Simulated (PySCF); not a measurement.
CF₂, SMILES F[C]F (connectivity only; charge and spin as stated), charge +1, multiplicity 2.

Coordinates come from a PBE0-D3(BJ)/def2-TZVP optimisation. The isomer is the one that the SMILES or the coordinates give; other isomers of the formula were not compared.

Method: TDA-M06-2X/def2-TZVPD (PySCF).

Vertical excitations. Isolated molecule, no solvent.

```
state    energy (eV)  λ (nm)      f                                                   main pairs
-------  -----------  ------  -----  -----------------------------------------------------------
root 1          4.00     310  0.010                                             α HOMO→LUMO 98 %
root 2          7.94     156  0.001                          α HOMO−1→LUMO 8 %, β HOMO→LUMO 90 %
root 3          8.26     150  0.000                                           β HOMO−1→LUMO 97 %
root 4          8.90     139  0.000                                           α HOMO−2→LUMO 95 %
root 5          8.99     138  0.011    α HOMO−1→LUMO 62 %, β HOMO−1→LUMO+1 29 %, β HOMO→LUMO 5 %
root 6          9.88     125  0.000                                           β HOMO→LUMO+1 97 %
root 7          9.94     125  0.030                       α HOMO−3→LUMO 16 %, β HOMO−2→LUMO 79 %
root 8         10.31     120  0.012                                           β HOMO−3→LUMO 92 %
root 9         11.07     112  0.004  α HOMO−3→LUMO 45 %, β HOMO−3→LUMO+1 38 %, β HOMO−2→LUMO 7 %
root 10        11.25     110  0.025  α HOMO−1→LUMO 9 %, β HOMO−4→LUMO 45 %, β HOMO−1→LUMO+1 40 %
```
Unrestricted roots are not spin-pure.
